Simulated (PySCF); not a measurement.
Isomers of C3H10GeO. Computed with PBE0-D3(BJ)/def2-SVP geometry optimisation, gas phase in PySCF. One conformer each; no zero-point energy, no entropy. No frequencies were run at this level. Point groups hold within 0.08 Å.

Question: Rank from lowest to highest electronic energy at this level (kcal/mol).
A. GeHMe2(OMe) (`[H][Ge]([CH3])([CH3])[O]C`)
B. `[CH3:1][CH:2]([CH3:3])[O:4][GeH3:5]` with C1–C2–O4–Ge5 116°
C. Ge(OH)Me3 (`[CH3][Ge]([CH3])([CH3])[OH]`)

Answer: C (0.0), A (17.9), B (26.2).

```json
{"SMILES": "[CH3][Ge]([CH3])([CH3])[OH]", "E (Eh)": "-2271.72254", "E rel (kcal/mol)": "0.0", "dipole (D)": "1.73", "point group": "near Cs", "A, B, C (MHz)": "3082, 3049, 2876"}
{"SMILES": "[H][Ge]([CH3])([CH3])[O]C", "E (Eh)": "-2271.69395", "E rel (kcal/mol)": "17.9", "dipole (D)": "1.38", "point group": "C1", "A, B, C (MHz)": "4672, 2539, 1903"}
{"SMILES": "CC(C)[O][GeH3]", "E (Eh)": "-2271.68075", "E rel (kcal/mol)": "26.2", "dipole (D)": "1.10", "point group": "–", "A, B, C (MHz)": "6950, 1478, 1314"}
```
